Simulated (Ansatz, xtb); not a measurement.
# Ranking isomers of C2H4GeN2Si

3 gas-phase structures of C2H4GeN2Si, from a drawn sample of its isomers (lower ones may exist). Each was relaxed with GFN2-xTB; where two conformers were screened, the lower at r2SCAN-D4/def2-SVP is listed:

A. `N#C[SiH2][GeH2][C]#N`, a singlet
B. `N#[C][GeH]([SiH3])[C]#N`, a singlet
C. `N#C[SiH]([GeH3])C#N`, a singlet

**Question.** Which do you expect lowest at r2SCAN-D4/def2-SVP, and how would the others follow?

**Answer.** Calculated order at r2SCAN-D4/def2-SVP: C (0.0), A (1.6), B (6.9) kcal/mol.

Energies above the lowest of each column, in kcal/mol; the last columns are at PBE-D3(BJ)/def2-SVP geometries:

```csv
structure,GFN2-xTB,HF/STO-3G,r2SCAN-D4/def2-SVP,PBE-D3(BJ)/def2-SVP,CCSD(T)/def2-SVP + ΔMP2/def2-TZVPP
C,9.2,0.2,0.0,0.0,0.0
A,3.8,0.0,1.6,2.4,1.2
B,0.0,2.8,6.9,7.3,4.9
```

CCSD(T)/def2-SVP + ΔMP2/def2-TZVPP puts C lowest; GFN2-xTB picks B. Flexible structures stand in one conformer each, not always the lowest. ΔMP2 is the change of the MP2 energy from the smaller to the larger basis.

Programs: Ansatz 0.2.0, xtb 6.7.1.
